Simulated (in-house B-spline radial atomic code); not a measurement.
A run on Zr⁻ that did not converge. Method: scalar-relativistic (X2C) B3LYP, spin-polarised, spherical fractional occupations, exact exchange averaged over the configuration, Fermi nucleus of rms radius 4.2694 fm; computed with an all-electron radial atomic-structure program (B-spline basis).

Command:
```bash
python run_scf.py task.json out
```
Settings (nuclear radius in fm, mass in u):
```
Z                40
configuration    [Kr] 4d3 5s2
hamiltonian      x2c
method           b3lyp
spin_polarised   True
nucleus          fermi
rms_radius       4.2694
atomic_mass      89.9047
speed_of_light   137.035999084
exact_exchange   averaged over the configuration
```

First and last ten iterations of the last attempt (damped for 15 steps, keeping 80 % of the old Fock matrix, then DIIS):
```
 iter        energy (Eh)    residual
    1       -3596.488563    4.11e-01
    2       -3596.618723    1.62e-01
    3       -3597.506616    9.76e-02
    4       -3597.950873    6.10e-02
    5       -3598.168218    3.95e-02
    6       -3598.271204    2.71e-02
    7       -3598.317597    1.74e-02
    8       -3598.336994    1.06e-02
    9       -3598.344753    6.89e-03
   10       -3597.234951    5.79e-02
  111       -3597.347811    5.63e-02
  112       -3597.402757    5.48e-02
  113       -3597.428259    5.40e-02
  114       -3597.751763    4.37e-02
  115       -3597.873463    3.90e-02
  116       -3598.345160    4.90e-03
  117       -3598.344950    4.91e-03
  118       -3598.345550    4.48e-03
  119       -3598.346658    3.76e-03
  120       -3597.221570    5.95e-02
 not converged after 120 iterations
```

The smallest residual met was 1.1e-03; the threshold is about 4e-07. No energy from this run should be used. Cost of the run: 8 s on 1 thread of Arm Neoverse N1, with other jobs on the host.
